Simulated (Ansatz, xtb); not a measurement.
**AlCl2FSe: which of two structures lies lower**

Structure X is `[F][Al]([Cl])[Se]Cl`, a singlet and structure Y is a singlet given by its coordinates. Both are isolated molecules in the gas phase, relaxed with PBE0-D3(BJ)/def2-SVP; the shapes shown needn't be the lowest conformers.

X (Å):

```tsv
atom	x (Å)	y (Å)	z (Å)
Al	0.7055	0.0478	-0.0078
Cl	1.7053	-1.7253	-0.4024
Cl	-1.9748	-1.9125	0.3106
F	1.5223	1.4885	-0.0115
Se	-1.5486	0.2392	0.4614
```

Y (Å):

```xyz
5

Al   -0.0044   -0.4185    0.6941
Cl    1.1062   -0.1266   -1.3930
Cl   -2.0802   -0.3730    0.5167
F     0.6850   -1.6793    1.5199
Se    1.2906    1.4862    0.2424
```

Close contacts (Å): Al1–Cl2 2.38, Al1–Cl3 2.08, Al1–F4 1.66, Al1–Se5 2.35, Cl2–Se5 2.30.

Which of the two would you expect CCSD(T)/def2-SVP + ΔMP2/def2-TZVPP electronic energies to favour?

Too close to call at this level: CCSD(T)/def2-SVP + ΔMP2/def2-TZVPP gives E(Y) − E(X) = −0.074 eV.

The same difference at several levels:

| level | geometry | E(Y) − E(X) (eV) | departure from the last row (eV) | job, with rough time for the two |
| --- | --- | --- | --- | --- |
| GFN2-xTB | GFN2-xTB | −0.042 | +0.032 | optimisation, 0.54 s |
| HF/STO-3G | GFN2-xTB | +0.078 | +0.151 | single point, 1.3 s |
| r2SCAN-D4/def2-SVP | GFN2-xTB | −0.071 | +0.003 | single point, 5.2 s |
| PBE0-D3(BJ)/def2-SVP | PBE0-D3(BJ)/def2-SVP | −0.107 | −0.033 | optimisation, 47 s |
| HF/def2-SVP | PBE0-D3(BJ)/def2-SVP | −0.047 | +0.027 | part of the CCSD(T) run |
| MP2/def2-SVP | PBE0-D3(BJ)/def2-SVP | −0.136 | −0.062 | part of the CCSD(T) run |
| CCSD(T)/def2-SVP | PBE0-D3(BJ)/def2-SVP | −0.156 | −0.082 | single point |
| CCSD(T)/def2-SVP + ΔMP2/def2-TZVPP | PBE0-D3(BJ)/def2-SVP | −0.074 |  | single point, 51 s |

HF/STO-3G puts the two in the other order. The largest departure from CCSD(T)/def2-SVP + ΔMP2/def2-TZVPP is that of HF/STO-3G, 0.151 eV. The last row adds to CCSD(T) the change of the MP2 difference between the two basis sets, here +0.082 eV.

With harmonic frequencies from PBE0-D3(BJ)/def2-SVP (ideal gas, rigid rotor, one conformer each, 200 K, 1 atm): on the last row, ΔE + ΔZPE = −0.070 eV. A mode under 50 cm⁻¹ makes harmonic enthalpies and free energies unreliable, so none is given.

The correlated steps freeze 25 core orbitals; the filled d shell of Se is correlated, in a basis made for valence electrons. Programs: Ansatz 0.2.0, xtb 6.7.1; the last row on 1 thread of Intel(R) Xeon(R) Processor @ 2.70GHz on a shared host.
